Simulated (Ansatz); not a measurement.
Ansatz (an electronic-structure program) input (B3LYP-D3(BJ)/def2-TZVP):

Ansatz 0.2 input:
```yaml
crystal:
  periodic: [false, false, false]
  atoms:
    - {symbol: C, position_ang: [1.07587576, -0.40111956, -0.01394743]}
    - {symbol: N, position_ang: [-0.12323406, 0.39743201, 0.15570559]}
    - {symbol: C, position_ang: [-1.27255696, 0.10626332, -0.14493224]}
    - {symbol: H, position_ang: [1.78042377, 0.15176806, -0.63619520]}
    - {symbol: H, position_ang: [1.53992040, -0.54887034, 0.96180725]}
    - {symbol: H, position_ang: [0.86391878, -1.37062762, -0.47092479]}
    - {symbol: H, position_ang: [-2.14153733, 0.75484330, 0.00865159]}
basis:
  gaussian:
    orbitals: def2-TZVP
hamiltonian:
  xc: b3lyp
  dispersion: d3bj
magnetization: {spin_polarized: true, initial_magnetization: 1}
phonons: {temperatures: {t_min: 298.15, t_max: 298.15, t_step: 100}}
```

Output:

```
Functional definition: B3LYP
integrals: 0.03 GiB planned
691 factors; their error is unknown
mean field: 0.39 GiB planned
mean field evaluation 1: about -3622.2978 eV, gradient 3.6e1 eV
mean field evaluation 2: about -3615.1536 eV, gradient 5.3e1 eV
mean field evaluation 4: about -3628.2170 eV, gradient 2.1e0 eV
mean field evaluation 8: about -3628.2386 eV, gradient 7.8e-2 eV
mean field evaluation 16: about -3628.2331 eV, gradient 5.4e-4 eV
mean field -3628.23314014 eV, -133.3351085954 hartree, gradient 5.3e-5 eV, S^2 0.753296; 0 other end points of the search recorded, 0 dependent functions left out
the calculation of the forces begins
reference -3628.23336746 eV, -133.3351169494 hartree; 12, 11 occupied and 105, 106 virtual orbitals, 691 factors
these checks for a lower state are left out or cut short: stability, starts, cluster_reference, orbital_swaps, neighbouring_geometries, increment
integrals: 0.03 GiB planned
691 factors; their error is unknown
mean field: 0.39 GiB planned
mean field -3628.23297609 eV, -133.3351025667 hartree, gradient 2.3e-6 eV, S^2 0.753294; 0 other end points of the search recorded, 0 dependent functions left out
the calculation of the forces begins
reference -3628.23320345 eV, -133.3351109220 hartree; 12, 11 occupied and 105, 106 virtual orbitals, 691 factors
these checks for a lower state are left out or cut short: stability, starts, cluster_reference, orbital_swaps, neighbouring_geometries, increment
integrals: 0.03 GiB planned
691 factors; their error is unknown
mean field: 0.39 GiB planned
mean field evaluation 32: about -3628.2330 eV, gradient 1.3e-4 eV
mean field -3628.23298568 eV, -133.3351029190 hartree, gradient 1.7e-6 eV, S^2 0.753298; 0 other end points of the search recorded, 0 dependent functions left out
the calculation of the forces begins
reference -3628.23321297 eV, -133.3351112717 hartree; 12, 11 occupied and 105, 106 virtual orbitals, 691 factors
these checks for a lower state are left out or cut short: stability, starts, cluster_reference, orbital_swaps, neighbouring_geometries, increment
integrals: 0.03 GiB planned
691 factors; their error is unknown
mean field: 0.39 GiB planned
mean field -3628.23299143 eV, -133.3351031304 hartree, gradient 2.3e-6 eV, S^2 0.753294; 0 other end points of the search recorded, 0 dependent functions left out
the calculation of the forces begins
reference -3628.23321869 eV, -133.3351114821 hartree; 12, 11 occupied and 105, 106 virtual orbitals, 691 factors
these checks for a lower state are left out or cut short: stability, starts, cluster_reference, orbital_swaps, neighbouring_geometries, increment
integrals: 0.03 GiB planned
691 factors; their error is unknown
mean field: 0.39 GiB planned
mean field -3628.23297065 eV, -133.3351023668 hartree, gradient 1.8e-6 eV, S^2 0.753298; 0 other end points of the search recorded, 0 dependent functions left out
the calculation of the forces begins
reference -3628.23319804 eV, -133.3351107232 hartree; 12, 11 occupied and 105, 106 virtual orbitals, 691 factors
these checks for a lower state are left out or cut short: stability, starts, cluster_reference, orbital_swaps, neighbouring_geometries, increment
integrals: 0.03 GiB planned
691 factors; their error is unknown
mean field: 0.39 GiB planned
mean field -3628.23307309 eV, -133.3351061314 hartree, gradient 1.8e-6 eV, S^2 0.753306; 0 other end points of the search recorded, 0 dependent functions left out
the calculation of the forces begins
reference -3628.23330036 eV, -133.3351144835 hartree; 12, 11 occupied and 105, 106 virtual orbitals, 691 factors
these checks for a lower state are left out or cut short: stability, starts, cluster_reference, orbital_swaps, neighbouring_geometries, increment
integrals: 0.03 GiB planned
[...]
the calculation of the forces begins
reference -3628.23324732 eV, -133.3351125342 hartree; 12, 11 occupied and 105, 106 virtual orbitals, 691 factors
these checks for a lower state are left out or cut short: stability, starts, cluster_reference, orbital_swaps, neighbouring_geometries, increment
integrals: 0.03 GiB planned
691 factors; their error is unknown
mean field: 0.39 GiB planned
mean field -3628.23310527 eV, -133.3351073138 hartree, gradient 2.2e-6 eV, S^2 0.753296; 0 other end points of the search recorded, 0 dependent functions left out
the calculation of the forces begins
reference -3628.23333265 eV, -133.3351156701 hartree; 12, 11 occupied and 105, 106 virtual orbitals, 691 factors
these checks for a lower state are left out or cut short: stability, starts, cluster_reference, orbital_swaps, neighbouring_geometries, increment
integrals: 0.03 GiB planned
691 factors; their error is unknown
mean field: 0.39 GiB planned
mean field -3628.23307154 eV, -133.3351060744 hartree, gradient 1.2e-6 eV, S^2 0.753295; 0 other end points of the search recorded, 0 dependent functions left out
the calculation of the forces begins
reference -3628.23329880 eV, -133.3351144261 hartree; 12, 11 occupied and 105, 106 virtual orbitals, 691 factors
these checks for a lower state are left out or cut short: stability, starts, cluster_reference, orbital_swaps, neighbouring_geometries, increment
integrals: 0.03 GiB planned
691 factors; their error is unknown
mean field: 0.39 GiB planned
mean field evaluation 128: about -3628.2331 eV, gradient 2.7e-6 eV
mean field -3628.23310149 eV, -133.3351071752 hartree, gradient 2.7e-6 eV, S^2 0.753296; 0 other end points of the search recorded, 0 dependent functions left out
the calculation of the forces begins
reference -3628.23332885 eV, -133.3351155305 hartree; 12, 11 occupied and 105, 106 virtual orbitals, 691 factors
these checks for a lower state are left out or cut short: stability, starts, cluster_reference, orbital_swaps, neighbouring_geometries, increment
integrals: 0.03 GiB planned
691 factors; their error is unknown
mean field: 0.39 GiB planned
mean field -3628.23310098 eV, -133.3351071564 hartree, gradient 1.6e-6 eV, S^2 0.753295; 0 other end points of the search recorded, 0 dependent functions left out
the calculation of the forces begins
reference -3628.23332827 eV, -133.3351155091 hartree; 12, 11 occupied and 105, 106 virtual orbitals, 691 factors
these checks for a lower state are left out or cut short: stability, starts, cluster_reference, orbital_swaps, neighbouring_geometries, increment
integrals: 0.03 GiB planned
691 factors; their error is unknown
mean field: 0.39 GiB planned
mean field -3628.23309270 eV, -133.3351068521 hartree, gradient 1.8e-6 eV, S^2 0.753296; 0 other end points of the search recorded, 0 dependent functions left out
the calculation of the forces begins
reference -3628.23331999 eV, -133.3351152048 hartree; 12, 11 occupied and 105, 106 virtual orbitals, 691 factors
these checks for a lower state are left out or cut short: stability, starts, cluster_reference, orbital_swaps, neighbouring_geometries, increment
integrals: 0.03 GiB planned
691 factors; their error is unknown
mean field: 0.39 GiB planned
mean field -3628.23310182 eV, -133.3351071872 hartree, gradient 1.8e-6 eV, S^2 0.753296; 0 other end points of the search recorded, 0 dependent functions left out
the calculation of the forces begins
reference -3628.23332918 eV, -133.3351155426 hartree; 12, 11 occupied and 105, 106 virtual orbitals, 691 factors
these checks for a lower state are left out or cut short: stability, starts, cluster_reference, orbital_swaps, neighbouring_geometries, increment
integrals: 0.03 GiB planned
691 factors; their error is unknown
mean field: 0.39 GiB planned
mean field -3628.23303352 eV, -133.3351046771 hartree, gradient 2.6e-6 eV, S^2 0.753295; 0 other end points of the search recorded, 0 dependent functions left out
the calculation of the forces begins
reference -3628.23326079 eV, -133.3351130293 hartree; 12, 11 occupied and 105, 106 virtual orbitals, 691 factors
these checks for a lower state are left out or cut short: stability, starts, cluster_reference, orbital_swaps, neighbouring_geometries, increment
integrals: 0.03 GiB planned
691 factors; their error is unknown
mean field: 0.39 GiB planned
mean field evaluation 160: about -3628.2331 eV, gradient 1.5e-6 eV
mean field -3628.23305335 eV, -133.3351054058 hartree, gradient 1.5e-6 eV, S^2 0.753297; 0 other end points of the search recorded, 0 dependent functions left out
the calculation of the forces begins
reference -3628.23328072 eV, -133.3351137616 hartree; 12, 11 occupied and 105, 106 virtual orbitals, 691 factors
these checks for a lower state are left out or cut short: stability, starts, cluster_reference, orbital_swaps, neighbouring_geometries, increment
integrals: 0.03 GiB planned
691 factors; their error is unknown
mean field: 0.39 GiB planned
mean field -3628.23313148 eV, -133.3351082771 hartree, gradient 1.1e-6 eV, S^2 0.753297; 0 other end points of the search recorded, 0 dependent functions left out
the calculation of the forces begins
reference -3628.23335881 eV, -133.3351166313 hartree; 12, 11 occupied and 105, 106 virtual orbitals, 691 factors
these checks for a lower state are left out or cut short: stability, starts, cluster_reference, orbital_swaps, neighbouring_geometries, increment
integrals: 0.03 GiB planned
691 factors; their error is unknown
mean field: 0.39 GiB planned
mean field -3628.23311438 eV, -133.3351076488 hartree, gradient 2.0e-6 eV, S^2 0.753295; 0 other end points of the search recorded, 0 dependent functions left out
the calculation of the forces begins
reference -3628.23334170 eV, -133.3351160026 hartree; 12, 11 occupied and 105, 106 virtual orbitals, 691 factors
these checks for a lower state are left out or cut short: stability, starts, cluster_reference, orbital_swaps, neighbouring_geometries, increment
integrals: 0.03 GiB planned
691 factors; their error is unknown
mean field: 0.39 GiB planned
mean field -3628.23310710 eV, -133.3351073812 hartree, gradient 2.2e-6 eV, S^2 0.753296; 0 other end points of the search recorded, 0 dependent functions left out
the calculation of the forces begins
reference -3628.23333451 eV, -133.3351157384 hartree; 12, 11 occupied and 105, 106 virtual orbitals, 691 factors
these checks for a lower state are left out or cut short: stability, starts, cluster_reference, orbital_swaps, neighbouring_geometries, increment
integrals: 0.03 GiB planned
691 factors; their error is unknown
mean field: 0.39 GiB planned
mean field -3628.23309698 eV, -133.3351070094 hartree, gradient 2.9e-6 eV, S^2 0.753296; 0 other end points of the search recorded, 0 dependent functions left out
the calculation of the forces begins
reference -3628.23332422 eV, -133.3351153601 hartree; 12, 11 occupied and 105, 106 virtual orbitals, 691 factors
these checks for a lower state are left out or cut short: stability, starts, cluster_reference, orbital_swaps, neighbouring_geometries, increment
integrals: 0.03 GiB planned
691 factors; their error is unknown
mean field: 0.39 GiB planned
mean field evaluation 192: about -3628.2331 eV, gradient 1.6e-6 eV
mean field -3628.23309115 eV, -133.3351067949 hartree, gradient 1.6e-6 eV, S^2 0.753295; 0 other end points of the search recorded, 0 dependent functions left out
the calculation of the forces begins
reference -3628.23331842 eV, -133.3351151469 hartree; 12, 11 occupied and 105, 106 virtual orbitals, 691 factors
these checks for a lower state are left out or cut short: stability, starts, cluster_reference, orbital_swaps, neighbouring_geometries, increment
integrals: 0.03 GiB planned
691 factors; their error is unknown
mean field: 0.39 GiB planned
mean field -3628.23311494 eV, -133.3351076692 hartree, gradient 2.2e-6 eV, S^2 0.753297; 0 other end points of the search recorded, 0 dependent functions left out
the calculation of the forces begins
reference -3628.23334231 eV, -133.3351160252 hartree; 12, 11 occupied and 105, 106 virtual orbitals, 691 factors
Total energy: -3628.38562334 eV, -133.3407122496 hartree
Atom 0 at     1.075876    -0.401120    -0.013947 Å, force    -0.000138    -0.000260    -0.000135 eV/Å
Atom 1 at    -0.123234     0.397432     0.155706 Å, force     0.000096     0.000089     0.000054 eV/Å
Atom 2 at    -1.272557     0.106263    -0.144932 Å, force     0.000292     0.000034     0.000059 eV/Å
Atom 3 at     1.780424     0.151768    -0.636195 Å, force    -0.000239     0.000062    -0.000315 eV/Å
Atom 4 at     1.539920    -0.548870     0.961807 Å, force    -0.000315    -0.000159     0.000189 eV/Å
Atom 5 at     0.863919    -1.370628    -0.470925 Å, force     0.000410     0.000196     0.000148 eV/Å
Atom 6 at    -2.141537     0.754843     0.008652 Å, force    -0.000105     0.000037     0.000001 eV/Å
Dipole moment:     0.145446    -0.048886     0.000456 e Å
Vibrations: 159.30 395.85 670.30 919.26 1065.94 1138.66 1159.25 1433.97 1484.80 1488.75 1852.47 3014.56 3026.07 3098.55 3105.08 cm⁻¹, zero-point energy 1.488605 eV
```

It need not be the lowest isomer of its formula.
